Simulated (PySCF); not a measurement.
SMILES [CH3][In]([CH3])[C](C)(C)C (C6H15In) at its GFN2-xTB optimised geometry (Å):

```
22

In     0.2189    -0.6202     0.0000
C      2.4806    -0.6202     0.0000
H      2.8339    -1.5433    -0.4580
H      2.8506    -0.5743     1.0239
H      2.8796     0.2287    -0.5531
C     -0.8772    -2.5990     0.0040
H     -1.6280    -2.6296    -0.7848
H     -1.3741    -2.7570     0.9606
H     -0.1602    -3.4031    -0.1576
C     -0.9779     1.3510     0.0000
C     -1.3230     1.7092    -1.4394
C     -2.2519     1.1375     0.8042
C     -0.1225     2.4444     0.6223
H     -1.8988     2.6382    -1.4821
H     -1.9193     0.9174    -1.8985
H     -0.4140     1.8442    -2.0301
H     -2.8293     0.3079     0.3900
H     -2.0141     0.9058     1.8448
H     -2.8796     2.0328     0.7873
H      0.1241     2.1965     1.6570
H      0.8095     2.5634     0.0658
H     -0.6487     3.4031     0.6158
```

Method: PBE0/def2-SVP, def2 effective core potentials past Kr run with PySCF 2.14.0. The core electrons that the potentials of In replace are not part of the density. Cells within 0.4 Å of a nucleus heavier than hydrogen are left out (blank, or x).

Map of the deformation density (molecule minus spherical neutral atoms) (e/bohr³) on the plane z = 0.0 Å:

```
|11111111111111111111111111111|
|11111111111111111111111111111|
|11111111111111111111111111111|
|11111111111111111111111111111|
|11111111111111111111111111111|
|11111111111011101111111111111|
|11111111110011111011111111111|
|11111111000000155001111111111|
|11111110000011165101111111111|
|11111111000044111011111111111|
|11111100012xx3100011111111111|
|11111000013xx2111111111111111|
|11111112111144211111111111111|
|11111012200133211111121111111|
|11111100100121001121252111111|
|11111100001110xx0133xx1011111|
|11111111111110xx0134xx1011111|
|11111111111110001122363111111|
|11111111111132111111242111111|
|11111111100134211111110111111|
|11111111011xx3211111111111111|
|11111111112xx6311111111111111|
|11111111111149511111111111111|
|11111111110025201111111111111|
|11111111111011001111111111111|
|11111111111111111111111111111|
|11111111111111111111111111111|
|11111111111111111111111111111|
|11111111111111111111111111111|
```
Scale: ten equal steps from -0.014 (start of '0') to 0.087 (end of '9'), in the order '0123456789'; x runs from -5.50 to 5.50, y from -5.50 (bottom) to 5.50 (top).
